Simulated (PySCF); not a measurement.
A small calculation by hand: chemical shift, span and skew from a shielding tensor

C₃H₈AlCl, SMILES [AlH]([CH2]CC)[Cl]. Atoms are numbered in the order given.

```xyz
13

Al     0.6297     0.0588     0.8147
Cl    -0.4476    -0.2066     2.6217
H      2.1844     0.3010     0.9558
C     -0.3516    -0.0128    -0.8746
C      0.4815     0.1906    -2.1514
C     -0.3465     0.1207    -3.4355
H     -1.1646     0.7378    -0.8239
H     -0.8817    -0.9846    -0.9139
H      1.0013     1.1649    -2.1081
H      1.2863    -0.5654    -2.1976
H     -0.8456    -0.8581    -3.5310
H      0.2768     0.2697    -4.3322
H     -1.1340     0.8927    -3.4404
```

The structure is a stationary point at B3LYP-D3(BJ)/def2-SVP. The values are those of a single conformer.

GIAO shieldings from PBE0/pcSseg-1 (PySCF), non-relativistic, no solvent. The symmetric part of the tensor of C5 has the principal values 157.0, 163.4, 170.5 ppm. The same nucleus in TMS has σ = 186.3 ppm at this level (PySCF, at its B3LYP-D3(BJ)/def2-TZVP geometry). Without spin–orbit terms, shifts of atoms bonded to Cl or Br come out too high.

Work out the isotropic shielding, the ¹³C shift against TMS, the span and the skew.


σ(iso) = (σ11 + σ22 + σ33)/3 = 163.6 ppm. δ = σ(ref) − σ(iso) = 186.3 − (163.6) = 22.7 ppm.
Span Ω = σ33 − σ11 = 13.5 ppm. Skew κ = 3(σ(iso) − σ22)/Ω = 0.05. Tumbling in solution averages the tensor to δ; in a static solid the shielding alone would spread this spin-1/2 line over Ω.
